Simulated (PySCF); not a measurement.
An unknown gives this computed stick spectrum. Method: TDDFT CAM-B3LYP/def2-SVPD, vertical, gas phase, core orbitals frozen in the response (PySCF 2.14.0, density-fitted response routines). Geometries: PBE0-D3(BJ)/def2-SVP, one conformer each.

```tsv
state	λ (nm)	f
S1	210.4	0.013
S2	191.9	0.145
S3	181.2	0.0096
S4	177.5	0.095
S5	175.4	0.0096
S6	162.8	0.0067
```

Orbital energies (eV): HOMO-3 -10.88, HOMO-2 -10.38, HOMO-1 -10.10, HOMO -7.43, LUMO 1.33, LUMO+1 1.82, LUMO+2 2.08.

Question: Which structure fits? All have the formula C6H10O.
A. `O1C(C)=CCCC1`
B. `CC(=O)C=C(C)C`
C. `C=C/C=C\COC`
D. `C=CCCC(C)=O`

Answer: A. Its S1, at 5.89 eV, is the highest among the candidates; the nearest of the others has S1 at 5.53 eV. S1 is HOMO→LUMO (87%). Löwdin shares by element: HOMO carbon 64% or more, oxygen 20% (atoms not listed hold the other 16%); LUMO carbon 41% or more (atoms not listed hold the other 59%). At the same level the other candidates give, for their lowest levels:
- `C=CCCC(C)=O`: 274 nm (f 0.000); 178 nm (f 0.046); 172 nm (f 0.004); 169 nm (f 0.056); 168 nm (f 0.462); HOMO -8.62, LUMO 0.69 eV
- `C=C/C=C\COC`: 224 nm (f 0.631); 189 nm (f 0.011); 186 nm (f 0.117); 184 nm (f 0.012); 175 nm (f 0.002); T1 3.03 eV; HOMO -7.81, LUMO 0.14 eV
- `CC(=O)C=C(C)C`: 320 nm (f 0.000); 219 nm (f 0.420); 177 nm (f 0.025); 176 nm (f 0.001); 173 nm (f 0.000); T1 3.42 eV; HOMO -8.50, LUMO -0.28 eV
Triplets come from the Tamm–Dancoff approximation.
